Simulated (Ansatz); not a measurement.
Mulliken charges of CH₆BSb, SMILES `[BH2][SbH][CH3]` from B3LYP/def2-TZVPP in Ansatz (PBE0-D4/def2-TZVP geometry).

```json
{"atom": "B1", "x (Å)": "-0.724", "y (Å)": "0.665", "z (Å)": "-1.571", "charge (e)": "-0.226"}
{"atom": "Sb2", "x (Å)": "0.737", "y (Å)": "0.985", "z (Å)": "0.038", "charge (e)": "0.404"}
{"atom": "C3", "x (Å)": "0.637", "y (Å)": "-0.937", "z (Å)": "1.021", "charge (e)": "-0.553"}
{"atom": "H4", "x (Å)": "-0.759", "y (Å)": "-0.380", "z (Å)": "-2.150", "charge (e)": "0.047"}
{"atom": "H5", "x (Å)": "-1.388", "y (Å)": "1.576", "z (Å)": "-1.966", "charge (e)": "0.051"}
{"atom": "H6", "x (Å)": "-0.317", "y (Å)": "1.829", "z (Å)": "1.077", "charge (e)": "-0.113"}
{"atom": "H7", "x (Å)": "-0.384", "y (Å)": "-1.179", "z (Å)": "1.307", "charge (e)": "0.130"}
{"atom": "H8", "x (Å)": "1.276", "y (Å)": "-0.917", "z (Å)": "1.903", "charge (e)": "0.132"}
{"atom": "H9", "x (Å)": "1.011", "y (Å)": "-1.687", "z (Å)": "0.324", "charge (e)": "0.127"}
```

Problem. By hand: the dipole of these point charges (1 e Å = 4.8032 D).

Solution. Σ q r = (0.285, 0.133, -0.055) e Å, of length 0.319 e Å = 1.53 D.

Problem. How does the dipole of the full density compare? (Estimate.)

Solution. Computed: (0.016, -0.150, 0.073) e Å, 0.80 D; the point charges give 1.91 times that, at 111° from its direction.

Point charges leave out the atoms' own dipoles, such as those of lone pairs, and Mulliken's split depends on the basis, so the two needn't agree.

B3LYP here is the variant with VWN-RPA as its local correlation; programs differ in this.
